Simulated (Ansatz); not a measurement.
## AlH2Br (SMILES [AlH2][Br]): methods side by side

AlH2Br: 4 atoms, total charge 0, spin state singlet. As SMILES, `[AlH2][Br]`. The shape is that of a PBE0-D4/def2-TZVP optimisation.

Quantity: the vertical energy of the triplet above the singlet, in eV. The values are calculated.

```csv
level,kind,program,value (eV),less CCSD(T)/STO-3G,CPU time (all runs)
HF/STO-3G,Hartree–Fock,Ansatz,7.86,+0.11,1.1 s
SVWN5/STO-3G,LDA,Ansatz,6.61,-1.14,2.7 s
PBE/STO-3G,GGA,Ansatz,6.60,-1.15,4.5 s
r2SCAN/STO-3G,meta-GGA,Ansatz,6.84,-0.91,13 s
B3LYP/STO-3G,global hybrid,Ansatz,7.00,-0.75,4.4 s
CAM-B3LYP/STO-3G,range-separated hybrid,Ansatz,7.28,-0.47,5.8 s
wB97M-V/STO-3G,range-separated hybrid,Ansatz,7.56,-0.19,51 s
RPA@PBE/STO-3G,RPA,Ansatz,6.80,-0.95,6.9 s
CCSD(T)/STO-3G,coupled cluster or CI,Ansatz,7.75,0.00,3 s
CCSDT/STO-3G,coupled cluster or CI,Ansatz,7.72,-0.03,4.9 s
```

CCSD(T)/STO-3G is the highest level here, not the true value. All-electron rows without a relativistic Hamiltonian named are non-relativistic. Spin-orbit coupling, which can split open shells on such heavy atoms by tenths of an eV, is left out. The values span 6.60 to 7.86 eV. A triplet this far above the singlet is often a Rydberg-like or dissociative state; sets without diffuse functions put Rydberg states too high. All rows use very small basis sets, so even the best lies far from the true value. In the correlated wave-function rows the outer d shell of Br is correlated, in sets not made for it. Times are those of the runs behind each value, whatever else they computed, on shared processors of several kinds: orders of magnitude only.
